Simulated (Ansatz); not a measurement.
C12H10F2Si, SMILES `F[Si](F)(c1ccccc1)c1ccccc1`, 25 atoms. Total charge 0; spin multiplicity 1. Hardware: A = 11 threads of an AMD EPYC 7R13 on a shared host; B = 11 threads of an AMD EPYC 7R13 on a shared host and a whole NVIDIA H100 80 GB. Correlated methods freeze the cores.

Q: How many basis functions does each run have, and how long does it take in Ansatz? RKS PBE0-D4/def2-TZVP relaxation (11 steps) [B]; RKS r2SCAN0-D4/def2-TZVPP energy [B]; RKS PBE0-D4/def2-QZVPP energy [B]; RKS ωB97M-V/def2-QZVPP energy [B]; direct RPA on PBE orbitals/def2-TZVPP energy [B]; RKS ωB97M-V/def2-TZVPP energy and forces [B]; RHF-MP2/def2-QZVPP energy [B]; RKS r2SCANh-D4/def2-TZVPP energy [B]; RHF-CCSD(T)/def2-SVP energy [B]; RKS PBE0-D4/def2-SVP energy [A]; RHF-CCSD(T)/def2-TZVPP energy [B]; RKS PBE0-D4/def2-TZVPP energy [B]. (An estimate is asked.)

A: Ansatz gave: Other jobs shared the machine, so times are rough.

```
                                level                        job  functions  wall time  peak host memory (GiB)
                 RKS PBE0-D4/def2-SVP                 energy [A]        264      3.8 s                     1.8
direct RPA on PBE orbitals/def2-TZVPP                 energy [B]        616      5.5 s                     3.9
            RKS r2SCANh-D4/def2-TZVPP                 energy [B]        616        7 s                     1.2
               RKS PBE0-D4/def2-QZVPP                 energy [B]       1168        7 s                     1.8
            RKS r2SCAN0-D4/def2-TZVPP                 energy [B]        616        8 s                     1.2
               RKS ωB97M-V/def2-QZVPP                 energy [B]       1168        8 s                       2
               RKS ωB97M-V/def2-TZVPP      energy and forces [B]        616        9 s                     1.6
                 RHF-CCSD(T)/def2-SVP                 energy [B]        264       11 s                    0.87
               RKS PBE0-D4/def2-TZVPP                 energy [B]        616       12 s                     1.2
                   RHF-MP2/def2-QZVPP                 energy [B]       1168       14 s                     2.1
                RKS PBE0-D4/def2-TZVP  relaxation (11 steps) [B]        531       36 s                     1.4
               RHF-CCSD(T)/def2-TZVPP                 energy [B]        616       97 s                     3.7
```
